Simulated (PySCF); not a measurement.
Cl3HSeSn, SMILES [Cl][Sn]([Cl])([Cl])[SeH].

The structure is a stationary point at PBE-D3(BJ)/def2-SVP. The structure was generated by enumeration; whether it is a known compound was not checked. The def2 effective core potentials stand for the cores of Sn; spin–orbit coupling is left out. One conformer was computed; it need not be the lowest.

Level of theory: PySCF with PBE-D3(BJ)/def2-SVP.

Frequencies are harmonic and unscaled.

Computed harmonic wavenumbers and intensities:
```tsv
mode	ν (cm⁻¹)	IR (km/mol)	moving atoms (share of kinetic energy)
1	29	3.0	H 48 %, Cl 38 %, Se 13 %
2	75	1.0	Cl 62 %, Se 25 %, Sn 11 %
3	92	0.0	Cl 35 %, H 33 %, Sn 18 %, Se 14 %
4	107	4.6	Cl 79 %, Sn 19 %
5	113	7.9	Cl 69 %, H 17 %, Sn 13 %
6	114	10.1	Cl 72 %, Se 15 %, Sn 13 %
7	234	9.0	Se 56 %, Sn 30 %, Cl 13 %
8	352	33.4	Cl 81 %, Sn 18 %
9	375	52.9	Cl 72 %, Sn 28 %
10	376	52.1	Cl 72 %, Sn 28 %
11	609	0.9	H 97 %
12	2355	3.0	H 99 %
```
